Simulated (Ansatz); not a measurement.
`[CH3][GeH2][SeH]` + `[SiH3]BCl` → `[SiH3]B(Cl)[SeH]` + `[CH3][GeH3]`  (formal exchange of groups at the Se–Ge bond)

Calculated with Ansatz (gas phase, PBE0-D4/def2-TZVP geometries, no zero-point term in ΔE). CBS: MP2 limit from def2 TZ/QZ plus the TZ coupled-cluster correction, frozen cores. This one scheme is used for every species. DFT in def2-TZVPP. For Ge, Se outer-core shells are correlated without core-valence functions, which leaves a few kJ/mol of doubt a bond. Scalar relativity is left out up to krypton. Each species was taken in one conformer, which may not be the lowest.

```tsv
level	ΔE (kJ/mol)
B2PLYP	-21.7
PBE	-28.4
```

Q: What does CCSD(T)/CBS give? (Best estimate.)

A: Computed: -25.7 kJ/mol. The listed levels differ from it by 4.0, -2.7 kJ/mol.

Largest T1 diagnostic among the species: 0.014.

In def2-TZVPP, CCSD(T) changes the Hartree–Fock value by −23.0 kJ/mol (the triples alone add −4.2 kJ/mol) and MP2 by −25.8 kJ/mol. From PBE to PBE0 (25 % exact exchange), in def2-TZVPP and without D4, ΔE moves by +4.4 kJ/mol.
